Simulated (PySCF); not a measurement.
Delta-SCF ions had no search for a lower state. Excitations are Tamm–Dancoff values on a coarser integration grid. The basis has no diffuse functions, so Rydberg states are missing or too high.

H$_{3}$ClSi, SMILES `[SiH3]Cl` (charge 0, multiplicity 1)

All values below come from r2SCAN-D4/def2-TZVP run with PySCF 2.14.0.

```yaml
HOMO: -8.01 eV
dipole_moment: 1.22 D
HOMO–LUMO gap: 7.49 eV
LUMO: -0.53 eV
S1 excitation (TDA): 7.51 eV
S1 oscillator strength: 0.007
T1 excitation (TDA): 7.03 eV
S1–T1 gap (TDA): 0.48 eV
vertical ionisation energy (Delta-SCF): 11.34 eV
total_energy: -751.4970 Ha
cost: very roughly 2.1 core-minutes
```

```xyz
5

Si    -0.1270     0.0113    -0.0054
Cl     1.9186    -0.1700     0.0821
H     -0.6518    -1.0065    -0.9424
H     -0.4608     1.3707    -0.4844
H     -0.6790    -0.2056     1.3500
```
